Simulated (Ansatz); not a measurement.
# What each rung costs, and what it gives

Saddle point of SnN$_{2}$H$_{6}$, closed shell (SnN₂H₆ ([NH2][SnH2][NH2]) → SnNH₃ ([NH][SnH2]) + NH₃ (still joined by a long Sn–N bond); bonds formed: N2–H4; bonds broken: N3–H4; bonds weakened to dative contacts: Sn1–N2), PBE0-D4/def2-TZVP structure:

```
9
angstrom
Sn -0.7492 0.4301 0.6508
N 1.1450 -0.4406 -0.0280
N -1.0409 -0.2208 -1.1786
H 0.3937 -0.4817 -0.9575
H -0.4429 2.0442 1.1645
H -1.1608 -0.5310 2.0098
H 1.9436 0.1664 -0.1676
H 1.4666 -1.3307 0.3348
H -1.5554 0.3641 -1.8282
```

Barriers are electronic and count from the start structure reached by relaxing down the imaginary mode.

Computed with Ansatz 0.2.0 (basis: as named in each row); correlated methods freeze the cores. Filled d shells of the heavier atoms are correlated. Core potentials replace the inner electrons of the atoms past krypton. The def2 sets are not built for correlating such inner shells, so the correlated values are less sure here. B3LYP uses VWN-RPA correlation. Extrapolation: Hartree–Fock as exp(−7.88 √X), correlation as X^−2.97.

Times are rough, for one single point on 4 threads of a shared host (Intel Xeon).

The estimate by CCSD(T) at an estimated basis limit (MP2 extrapolated from triple and quadruple zeta, plus CCSD(T) − MP2 in triple zeta) is 190.4 kJ/mol.

```tsv
method	basis	time (s)	barrier (kJ/mol)	method less estimate
SPW92	def2-SVP	under 1	135.7	-54.7
PBE-D4	def2-SVP	1	151.9	-38.5
PBE0-D4	def2-SVP	2	176.3	-14.1
SPW92	def2-TZVPP	2	147.7	-42.7
PBE-D4	def2-TZVPP	3	163.6	-26.8
BLYP-D4	def2-TZVPP	3	169.8	-20.6
BHLYP-D4	def2-TZVPP	4	213.2	22.7
B3LYP-D4	def2-TZVPP	4	187.8	-2.6
CAM-B3LYP-D4	def2-TZVPP	4	198.8	8.4
wB97M-V	def2-SVP	4	189.0	-1.4
PBE0-D4	def2-TZVPP	4	186.0	-4.4
r2SCAN-D4	def2-TZVPP	5	179.4	-11.0
CCSD(T)	def2-SVP	6	193.0	2.6
r2SCAN0-D4	def2-TZVPP	6	194.7	4.3
B2PLYP	def2-TZVPP	8	190.2	-0.3
PBE-QIDH	def2-TZVPP	8	196.7	6.3
RPA on PBE	def2-TZVPP	8	191.9	1.5
B97M-V	def2-TZVPP	8	191.8	1.4
wB97X-V	def2-TZVPP	9	204.2	13.8
wB97M-V	def2-TZVPP	9	199.1	8.6
MP2	def2-QZVPP	22	185.1	-5.3
CCSD(T)	def2-TZVPP	77	195.4	5.0
```

All methods are single points on the PBE0-D4 structures.

The T1 diagnostic stays at or below 0.021.

Labels in which every atom is bracketed show which atoms are joined, not bond orders.
